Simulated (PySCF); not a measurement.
Unknown compound

Molecular formula: CH$_{9}$ClO$_{2}$Si$_{3}$. Simulated spectra:

1H NMR (400 MHz, computed): δ 5.47 (s, 2H), 5.14 (t, 2H), 4.96 (s, 3H), 3.71 (t, 2H).

13C{1H} NMR (computed): δ 57.9 (CH2).

Gas phase, one averaged value for each set of equivalent atoms, non-relativistic, one computed conformer. Coordinates at the GFN2-xTB level; NMR shieldings at PBE0/pcSseg-1/GIAO; PySCF 2.14.0 with density-fitted response routines.

Shifts are taken against calculated references (same method and geometry level): 1H (σref 31.72) and 13C (σref 186.93) against TMS.

Q: Which of these isomers gave the spectra?
A. CO[Si@@H](O[SiH3])[SiH2]Cl
B. CO[Si@H](Cl)O[SiH2][SiH3]
C. [SiH3]CO[SiH2]O[SiH2]Cl
D. [SiH3]OC[SiH2]O[SiH2]Cl
E. [SiH3]O[SiH2]OC[SiH2]Cl
F. C[Si@]([SiH3])(Cl)O[SiH2]O

A: D. 

- The formula gives 0 degrees of unsaturation.
- Carbon types of the structure: 1 × CH2, leaving 7 H on heteroatoms.
- δC 57.9: sp3 CH2 bonded to O and Si; pulled downfield by the heteroatom.
- δH 5.47: hydrogen on a silicon bonded to Cl, O.
- δH 5.14: hydrogen on a silicon bonded to C, O.
- δH 4.96: hydrogen on a silicon bonded to O.
- δH 3.71: hydrogen on an sp3 CH2 bonded to O and Si; its carbon carries O, an electronegative neighbour.

The others: CO[Si@@H](O[SiH3])[SiH2]Cl would give 5 signals for carbon-bound and other non-exchanging H, not 4; CO[Si@H](Cl)O[SiH2][SiH3] would give 5 signals for carbon-bound and other non-exchanging H, not 4; [SiH3]O[SiH2]OC[SiH2]Cl has carbons computed at 58.7; [SiH3]CO[SiH2]O[SiH2]Cl has carbons computed at 49.8; C[Si@]([SiH3])(Cl)O[SiH2]O has carbons computed at 11.2, with a different DEPT pattern.

Shifts are as computed. Against solution values, carbons near 30 ppm lie about +3 ppm off and those near 130 ppm about +5 ppm. Of 1211 compounds with measured shifts, 218 miss one by over three times the rms of a fit or turn the order of signals round; such compounds aren't used in these exercises. Multiplicities follow the n + 1 count of equivalent neighbours, as no J values were calculated; m marks all less simple cases, F and P coupling included.
